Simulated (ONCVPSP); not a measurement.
## What the settings do to the ONCV potential of rhenium (Re)

Base potential:

| Property | Result |
| --- | --- |
| Element | rhenium |
| Generator | ONCVPSP 4.0.1 |
| Type | optimised norm-conserving Vanderbilt (ONCV) |
| Functional | LDA (Perdew-Wang 92) |
| Relativity | scalar-relativistic |
| Frozen core | [Kr] 4d10 4f14 |
| Valence charge | 15 |
| Reference configuration | 5s2 5p6 5d5 6s2 |
| Partial waves | 5s+6s: rc 1.80 bohr, ncon 4, nbas 9, qcut 7.1 1/bohr, 2 projectors; 5p: rc 1.60 bohr, ncon 3, nbas 6, qcut 8 1/bohr, 1 projector; 5d: rc 2.05 bohr, ncon 4, nbas 9, qcut 7.3 1/bohr, 3 projectors, debl 2.8 Ha |
| Local potential | polynomial inside 1.15 bohr (lpopt 5, dvloc0 2 Ha) |
| Core correction | Teter function, fcfact 3.5, rcfact 1.5 |

All-electron outer shells of the reference configuration (LDA (PZ), scalar-relativistic, ld1.x):

```json
{"shell": "5s", "level (eV)": "-85.51", "outermost node (bohr)": "0.52", "outermost maximum (bohr)": "0.93"}
{"shell": "5p", "level (eV)": "-47.21", "outermost node (bohr)": "0.56", "outermost maximum (bohr)": "1.06"}
{"shell": "4f", "level (eV)": "-42.60", "outermost node (bohr)": "–", "outermost maximum (bohr)": "0.41"}
{"shell": "6s", "level (eV)": "-6.16", "outermost node (bohr)": "1.24", "outermost maximum (bohr)": "2.54"}
{"shell": "5d", "level (eV)": "-5.57", "outermost node (bohr)": "0.62", "outermost maximum (bohr)": "1.43"}
```

Cutoffs, loose and tight: the cutoffs (Ha) at which the residual kinetic energy of the hardest occupied pseudo-wave falls to 1 and 0.1 mHa per electron. They do not see the model core or the augmentation charge, which bear on the density cutoff. Test errors are all-electron minus pseudo excitation energies from the reference, over the configurations 5s2 5p6 5d5 6s1; 5s2 5p6 5d5 6s0; 5s2 5p6 5d4 6s0; 5s2 5p6 5d4 6s2. A dash means not determined; rows that change the core or the reference have their own tests.

A true bound ghost makes a file unfit for plane-wave use even where its test errors are small: the radial tests pick states by their node count and pass the ghost by.

```csv
change,outcome,"cutoff, loose","cutoff, tight",bound ghosts,GHOST(+) flags above zero,largest test error (meV)
base,generated,22 Ha,26 Ha,none,s,-19
"all radii but the core radius scaled by about 0.78 (s 1.40, p 1.24, d 1.60 bohr); local potential polynomial inside 0.90 bohr (lpopt 5, dvloc0 2 Ha)",generated,29 Ha,67 Ha,s,p,-15
"all radii but the core radius scaled by about 0.87 (s 1.56, p 1.38, d 1.78 bohr); local potential polynomial inside 1.00 bohr (lpopt 5, dvloc0 2 Ha)",generated,26 Ha,31 Ha,none,s,-17
"all radii but the core radius scaled by about 0.90 (s 1.62, p 1.44, d 1.84 bohr); local potential polynomial inside 1.04 bohr (lpopt 5, dvloc0 2 Ha)",generated,25 Ha,29 Ha,none,s,-18
"all radii but the core radius scaled by about 1.03 (s 1.86, p 1.66, d 2.12 bohr); local potential polynomial inside 1.18 bohr (lpopt 5, dvloc0 2 Ha)",generated,20 Ha,25 Ha,none,s,-19
"all radii but the core radius scaled by about 1.12 (s 2.02, p 1.80, d 2.30 bohr); local potential polynomial inside 1.28 bohr (lpopt 5, dvloc0 2 Ha)",generated,16 Ha,23 Ha,none,s,-21
"all radii but the core radius scaled by about 1.19 (s 2.14, p 1.90, d 2.44 bohr); local potential polynomial inside 1.36 bohr (lpopt 5, dvloc0 2 Ha)",generated,15 Ha,22 Ha,none,none,-21
"all radii but the core radius scaled by about 1.31 (s 2.36, p 2.10, d 2.68 bohr); local potential polynomial inside 1.50 bohr (lpopt 5, dvloc0 2 Ha)",generated,14 Ha,17 Ha,none,none,-29
```

Question: What comes out with this change to the base: all radii but the core radius scaled by about 1.25 (s 2.26, p 2.00, d 2.56 bohr); local potential polynomial inside 1.44 bohr (lpopt 5, dvloc0 2 Ha)?

Answer: outcome: generated; cutoff, loose: 15 Ha; cutoff, tight: 18 Ha; bound ghosts: none; GHOST(+) flags above zero: none; largest test error (meV): -22.

Reading the sweep of the scale of all radii but the core radius (base = 1) (base included, trends over the rows without a ghost): The loose cutoff falls from 26 Ha at 0.87 to 14 Ha at 1.31. A larger radius leaves more room for a smooth pseudo-wave, so fewer plane waves are needed; a smaller one forces it to follow the all-electron wave where it bends sharply. The median size of the test errors (rows with all tests solved) rises from 8.1 meV at 0.87 to 13.0 meV at 1.31. More of the atom is replaced by a form fitted at one configuration, so other configurations suffer as the radius grows. Bound ghosts are found at 0.78.
